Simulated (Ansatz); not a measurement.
CH4O2SSi (`O=CS[SiH2]O`) at its PBE0-D4/def2-TZVP geometry, where that method's forces vanish. The species carries charge 0 and has multiplicity 1.

```xyz
9

O     0.3420   -1.6998    0.0869
C     0.2433   -1.2346    1.1932
S    -0.0628    0.4577    1.5570
Si    0.0392    1.1067   -0.5173
O    -1.0788    0.3830   -1.4603
H     0.3311   -1.8529    2.1025
H     1.4283    0.8611   -0.9652
H    -0.2816    2.5479   -0.4633
H    -0.9606   -0.5691   -1.5334
```

Task: What forces (eV/Å) does r2SCAN-D4/def2-TZVPP give on these atoms in Ansatz? (Best estimate.)

Result: The calculation gave: 
```
O1   0.046 -0.197 -0.452
C2  -0.004 -0.024  0.345
S3  -0.033  0.203  0.134
Si4  0.049  0.069 -0.018
O5  -0.042 -0.014 -0.031
H6  -0.006  0.004  0.030
H7  -0.017  0.010  0.011
H8   0.010 -0.033 -0.013
H9  -0.003 -0.018 -0.006
```
